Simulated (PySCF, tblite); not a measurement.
C5H13OP.
Bonds: C1–O2, O2–C3, C3–C4, C4–P5, P5–C6, P5–C7. Hydrogens: H8, H9, H10 on C1; H11, H12 on C3; H13, H14 on C4; H15, H16, H17 on C6; H18, H19, H20 on C7.

Computed with GFN2-xTB (tblite), gas phase: Langevin dynamics at 400 K from the optimised GFN2-xTB geometry, time step 0.5 fs, friction 0.01 fs⁻¹, 2000 steps. Over the second half of the run the saved frames average 386 K.

Frame at 250 fs, instantaneous temperature 324 K:
```
atom  x, y, z in Å
C1      2.736    0.457    1.362
O2      1.639    0.354    0.498
C3      1.257   -0.987    0.294
C4     -0.166   -0.944   -0.202
P5     -1.323   -0.058    0.935
C6     -1.273    1.619    0.173
C7     -2.831   -0.590   -0.080
H8      3.534   -0.194    0.903
H9      2.483   -0.018    2.326
H10     3.050    1.442    1.515
H11     1.448   -1.616    1.124
H12     1.808   -1.274   -0.597
H13    -0.603   -1.980   -0.417
H14    -0.135   -0.392   -1.197
H15    -1.742    2.377    0.807
H16    -0.250    1.996    0.227
H17    -1.561    1.383   -0.816
H18    -3.079   -1.642    0.214
H19    -3.809   -0.040    0.110
H20    -2.516   -0.605   -1.129
```

Frame at 425 fs, instantaneous temperature 328 K:
```
atom  x, y, z in Å
C1      3.033   -0.336    1.452
O2      1.703   -0.285    0.934
C3      1.172   -1.354    0.147
C4     -0.202   -0.817   -0.197
P5     -1.152   -0.096    1.204
C6     -1.063    1.760    0.820
C7     -2.764   -0.513    0.357
H8      3.728   -0.333    0.596
H9      3.228   -1.187    2.041
H10     3.181    0.612    2.028
H11     1.071   -2.287    0.725
H12     1.597   -1.512   -0.890
H13    -0.803   -1.721   -0.472
H14    -0.083   -0.071   -0.955
H15    -1.538    2.258    1.623
H16    -0.065    2.039    0.643
H17    -1.677    2.143   -0.046
H18    -2.869   -1.619    0.391
H19    -3.486   -0.095    1.051
H20    -2.762   -0.116   -0.639
```

Frame at 625 fs, instantaneous temperature 347 K:
```
atom  x, y, z in Å
C1      3.050   -1.029    1.410
O2      1.706   -0.646    1.116
C3      1.090   -1.442    0.057
C4     -0.261   -0.726   -0.066
P5     -1.100   -0.450    1.636
C6     -0.638    1.344    1.993
C7     -2.771   -0.067    0.887
H8      3.759   -1.015    0.536
H9      3.014   -2.051    1.868
H10     3.515   -0.365    2.127
H11     1.058   -2.535    0.355
H12     1.596   -1.311   -0.897
H13    -0.917   -1.302   -0.717
H14    -0.038    0.244   -0.542
H15     0.379    1.369    2.343
H16    -0.862    2.031    1.178
H17    -1.368    1.639    2.761
H18    -3.267   -1.013    0.743
H19    -3.255    0.550    1.656
H20    -2.727    0.478   -0.074
```

Frame at 800 fs, instantaneous temperature 399 K:
```
atom  x, y, z in Å
C1      2.712   -1.832    1.859
O2      1.752   -0.910    1.347
C3      1.068   -1.439    0.201
C4     -0.302   -0.603    0.068
P5     -0.919   -0.131    1.807
C6     -0.291    1.626    2.013
C7     -2.641    0.278    1.241
H8      3.082   -2.555    1.176
H9      2.278   -2.361    2.812
H10     3.572   -1.312    2.332
H11     0.986   -2.478    0.254
H12     1.604   -1.126   -0.746
H13    -0.963   -1.248   -0.580
H14    -0.048    0.366   -0.472
H15     0.765    1.561    2.188
H16    -0.349    2.373    1.128
H17    -0.792    1.987    2.910
H18    -3.140   -0.622    0.946
H19    -3.097    0.741    2.049
H20    -2.573    0.982    0.410
```

Frame at 1000 fs, instantaneous temperature 405 K:
```
atom  x, y, z in Å
C1      2.680   -2.190    2.071
O2      1.540   -1.462    1.727
C3      0.681   -2.155    0.774
C4     -0.619   -1.446    0.581
P5     -0.927   -0.294    2.103
C6      0.156    1.076    1.487
C7     -2.546    0.301    1.398
H8      3.060   -2.623    1.144
H9      2.362   -2.896    2.851
H10     3.379   -1.328    2.330
H11     0.541   -3.113    1.176
H12     1.300   -2.300   -0.230
H13    -1.415   -2.205    0.623
H14    -0.557   -0.807   -0.278
H15     1.183    0.782    1.653
H16    -0.175    1.371    0.469
H17     0.180    2.002    2.090
H18    -3.353    0.376    2.165
H19    -2.314    1.315    1.033
H20    -2.883   -0.262    0.504
```

**Question.** What do single points at PBE0/pcSseg-1 (PySCF, gas phase) give on these frames?

**Answer.** 
```tsv
t (fs)	GFN2-xTB E above start (eV)	DFT E above lowest frame (eV)	HOMO (eV)	LUMO (eV)	dipole (D)
250	0.87	0.44	-6.39	1.22	1.40
425	0.81	0.43	-6.23	1.27	1.64
625	0.45	0.00	-6.40	1.30	1.73
800	0.91	0.56	-6.20	1.31	1.61
1000	0.96	0.66	-6.28	1.09	1.69
```

Both levels order the frames alike by energy; measured from each level's lowest frame they differ by 0.15 eV at most. The HOMO–LUMO gap runs from 7.37 to 7.70 eV. These are instantaneous structures, not minima.

**Question.** And the isotropic GIAO shieldings (ppm) from the same runs?

**Answer.** 
| atom | 250 fs | 425 fs | 625 fs | 800 fs | 1000 fs | mean | range |
| --- | --- | --- | --- | --- | --- | --- | --- |
| C1 | 125.1 | 125.3 | 123.3 | 123.7 | 122.6 | 124.0 | 2.7 |
| O2 | 314.5 | 289.7 | 279.5 | 313.7 | 288.3 | 297.1 | 35.0 |
| C3 | 115.3 | 112.5 | 104.9 | 109.7 | 105.3 | 109.5 | 10.4 |
| C4 | 137.4 | 140.2 | 140.1 | 134.4 | 141.9 | 138.8 | 7.5 |
| P5 | 392.4 | 392.3 | 380.7 | 378.5 | 392.3 | 387.2 | 13.9 |
| C6 | 165.2 | 168.9 | 162.3 | 161.4 | 158.4 | 163.2 | 10.5 |
| C7 | 156.7 | 162.8 | 167.1 | 172.6 | 166.7 | 165.2 | 15.9 |
| H8 | 27.8 | 28.0 | 27.8 | 29.2 | 28.3 | 28.2 | 1.4 |
| H9 | 28.3 | 29.0 | 27.6 | 26.5 | 27.2 | 27.7 | 2.5 |
| H10 | 28.8 | 27.3 | 28.0 | 27.6 | 26.3 | 27.6 | 2.5 |
| H11 | 29.3 | 28.1 | 27.4 | 29.4 | 29.0 | 28.6 | 2.0 |
| H12 | 27.3 | 26.9 | 27.9 | 26.6 | 26.8 | 27.1 | 1.3 |
| H13 | 29.2 | 29.7 | 30.3 | 29.1 | 29.3 | 29.5 | 1.2 |
| H14 | 29.2 | 29.5 | 29.3 | 28.5 | 30.0 | 29.3 | 1.5 |
| H15 | 29.9 | 31.2 | 30.1 | 30.3 | 29.4 | 30.2 | 1.8 |
| H16 | 30.0 | 31.3 | 30.8 | 29.5 | 30.6 | 30.4 | 1.8 |

The cost below is that of the whole dynamics run. Time: 14 s of wall time; peak memory 0.18 GiB. Hardware: Arm Neoverse V1, one thread, shared host with 32 logical CPUs at a one-minute load of 19.
